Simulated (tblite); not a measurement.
Species: C5H4ClO (charge +1).
SMILES: `Clc1cccc[o+]1`

The geometry is computed with GFN2-xTB (gas phase).

Take the most abundant isotopes and a rigid rotor. 

(1) What are A, B and C (GHz)?

(2) What kind of rotor is it?

(3) What does the inertial defect say?

(4) Give the coordinates in the principal-axis frame, origin at the centre of mass.

Results:

(1) Ia = 86.28, Ib = 304.73, Ic = 391.01 u·Å²; 505379 MHz·u·Å²/I gives 5857, 1658 and 1293 MHz, that is A = 5.8573, B = 1.6585, C = 1.2925 GHz.

(2) An asymmetric top: κ = (2 × 1658 − 5857 − 1293)/(5857 − 1293) = -0.84.

(3) Planar: Δ = Ic − Ia − Ib = 0.00 u·Å². For a rigid frame Δ = −2 Σ m c², so it vanishes when all atoms lie in the ab plane; here none is more than 0.01 Å from it.

(4) The sense of each axis is arbitrary; atoms in the order of the calculation.
| atom | mass (u) | a (Å) | b (Å) | c (Å) |
| --- | --- | --- | --- | --- |
| Cl1 | 34.969 | 2.118 | 0.015 | 0.000 |
| C2 | 12.000 | 0.436 | 0.082 | 0.000 |
| C3 | 12.000 | -0.303 | 1.265 | 0.000 |
| C4 | 12.000 | -1.685 | 1.179 | 0.000 |
| C5 | 12.000 | -2.297 | -0.084 | 0.001 |
| C6 | 12.000 | -1.485 | -1.189 | 0.000 |
| O7 | 15.995 | -0.170 | -1.091 | -0.001 |
| H8 | 1.008 | 0.208 | 2.215 | 0.000 |
| H9 | 1.008 | -2.287 | 2.076 | -0.001 |
| H10 | 1.008 | -3.370 | -0.189 | 0.002 |
| H11 | 1.008 | -1.841 | -2.212 | 0.000 |

Its GFN2-xTB frequencies are all real (lowest 158 cm⁻¹). No vibrational averaging or centrifugal distortion is included, and the geometry carries the error of its method.
